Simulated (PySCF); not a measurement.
**C₆ coefficients of unlike pairs at PBE0**

Calculated with PySCF 2.14 from the dipole response of each species, C₆(A,B) = (3/π) ∫ α_A(iu) α_B(iu) du, in atomic units, from isotropic polarisabilities. For ions this is the dispersion term alone; charge-induced terms of lower order in 1/R come first.

| species | configuration | basis | relativity | α (bohr³) | C₆ (like pair) |
| --- | --- | --- | --- | --- | --- |
| Ni³⁺ | [Ar] 3d7 (4F) | aug-cc-pVTZ (8s7p5d3f2g) | none | 1.657 | 3.919 |
| Ni | [Ar] 3d8 4s2 (3F) | x2c-TZVPPall with one added diffuse shell each of s, p, d, f type (7s6p5d3f1g) | spin-free X2C | 49.24 | 397.9 |
| Sb | [Kr] 4d10 5s2 5p3 (4S) | aug-cc-pwCVDZ-PP with ECP28MDF (6s5p4d1f) | core potential | 44.74 | 493.2 |
| K | [Ar] 4s1 (2S) | x2c-QZVPPall with one added diffuse shell each of s, p, d, f type (12s8p5d4f) | spin-free X2C | 345.8 | 5026 |

Q: Estimate C₆ for K with Sb.

A: The integral gives 1150. The combination rule 2 C_A C_B / (C_A α_B/α_A + C_B α_A/α_B) gives 1111 and the geometric mean 1574.

No spin-orbit coupling is included.

The other pairs:

```tsv
pair	C₆
K, Ni³⁺	53.26
Sb, Ni³⁺	32.87
Ni, Ni³⁺	26.46
K, Ni	1160
Sb, Ni	436.0
```
